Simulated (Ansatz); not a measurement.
Reaction (ligand exchange at the Si–O bond): `CO[SiH2]O[SiH](O)O` + H–F → `O[SiH](O)O[SiH2]F` + CH₃OH

Program: Ansatz. Geometries: PBE0-D4/def2-TZVP. ΔE: electronic, gas phase. CCSD(T)/CBS is the MP2 limit (def2-TZVPP, def2-QZVPP) plus CCSD(T) − MP2 in def2-TZVPP, frozen cores. This one scheme is used for every species. Functionals use def2-TZVPP. Each species was taken in one conformer, which may not be the lowest.

`CO[SiH2]O[SiH](O)O`:

```xyz
15

C     1.655    1.599   -1.204
O     0.723    0.769   -0.543
Si    1.166   -0.555    0.340
O    -0.200   -1.139    0.982
Si   -1.801   -0.776    1.060
O    -2.721   -2.097    0.827
O    -2.122    0.342   -0.085
H     2.169    1.058   -2.005
H     2.403    1.992   -0.506
H     1.117    2.439   -1.643
H     1.796   -1.566   -0.545
H     2.117   -0.141    1.402
H    -2.106   -0.320    2.426
H    -2.855   -2.394   -0.074
H    -1.341    0.790   -0.433
```

H–F:

Z-matrix (Å, degrees):
```
F
H 1 0.920
```

`O[SiH](O)O[SiH2]F`:

Z-matrix (Å, degrees):
```
Si
O 1 1.638
O 1 1.625 2 104.3
O 1 1.629 2 113.3 3 -120.7
H 1 1.472 2 112.1 3 120.6
H 2 0.958 1 117.9 3 179.3
Si 3 1.620 1 148.0 2 29.0
H 4 0.959 1 118.7 2 65.4
F 7 1.592 3 107.7 1 148.2
H 7 1.479 3 111.0 1 30.6
H 7 1.478 3 110.1 1 -95.2
```

CH₃OH:

Z-matrix (Å, degrees):
```
C
O 1 1.409
H 1 1.097 2 112.4
H 1 1.090 2 107.0 3 -118.5
H 1 1.097 2 112.4 3 123.0
H 2 0.959 1 108.5 3 -61.6
```

```tsv
level	ΔE (kcal/mol)
B2PLYP	-10.0
HF/def2-QZVPP	-13.3
```

What does CCSD(T)/CBS give? (Best estimate.)

Computed: -8.1 kcal/mol. The listed levels differ from it by -1.9, -5.2 kcal/mol.

Largest T1 diagnostic among the species: 0.012.

In def2-TZVPP, CCSD(T) changes the Hartree–Fock value by +4.8 kcal/mol (the triples alone add +0.8 kcal/mol) and MP2 by +5.3 kcal/mol. The D4 term adds +2.7 kcal/mol with B3LYP and +1.5 kcal/mol with PBE0; it sums over pairs of atoms, weighted by their polarisabilities, and B3LYP, whose exchange is more repulsive, gets the larger term.

B3LYP here is the variant with VWN-RPA as its local correlation; programs differ in this.
